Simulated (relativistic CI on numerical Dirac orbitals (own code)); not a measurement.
## One change at a time: Tb64+

Base calculation: Dirac-Coulomb-Breit CI, separate exchange-only KLI orbitals for each configuration, a model potential for QED.

Configurations in the expansion: 1s, 2s, 2p, 3s, 3p, 3d, 4s, 4p, 4d, 4f, 5s, 5p, 5d, 5f, 5g, 6s, 6p, 6d. Levels of other configurations are missing.

Variants: (1) QED terms removed; (2) non-relativistic limit. Shifts of the energy above 1s 2S_1/2, in eV, for the lowest level and the first level of each name with at least 55 % of one term (blank where a level changes its place among those of its configuration and J or its character, or is not in the variant):

```
     Level     Base   Δ(1)     Δ(2)
 1s 2S_1/2      0.0    0.0      0.0
2p 2P°_1/2  45530.1  +79.6  -2420.2
 2s 2S_1/2  45544.4  +66.9  -2434.1
2p 2P°_3/2  46473.4  +78.4  -3363.5
3p 2P°_1/2  54259.5  +80.4  -3165.7
 3s 2S_1/2  54263.7  +76.6  -3169.8
 3d 2D_3/2  54539.5  +80.7  -3445.7
3p 2P°_3/2  54540.2  +80.0  -3446.3
 3d 2D_5/2  54622.8  +80.5  -3528.9
4p 2P°_1/2  57274.8  +80.5  -3386.6
 4s 2S_1/2  57276.6  +79.0  -3388.3
 4d 2D_3/2  57392.3  +80.7  -3504.1
4p 2P°_3/2  57392.6  +80.4  -3504.4
4f 2F°_5/2  57427.5  +80.7  -3539.3
 4d 2D_5/2  57427.6  +80.6  -3539.4
4f 2F°_7/2  57444.7  +80.6  -3556.5
5p 2P°_1/2  58653.7  +80.6  -3472.1
 5s 2S_1/2  58654.6  +79.8  -3473.0
 5d 2D_3/2  58713.5  +80.7  -3531.9
5p 2P°_3/2  58713.6  +80.5  -3532.1
5f 2F°_5/2  58731.5  +80.7  -3550.0
 5d 2D_5/2  58731.6  +80.6  -3550.0
```
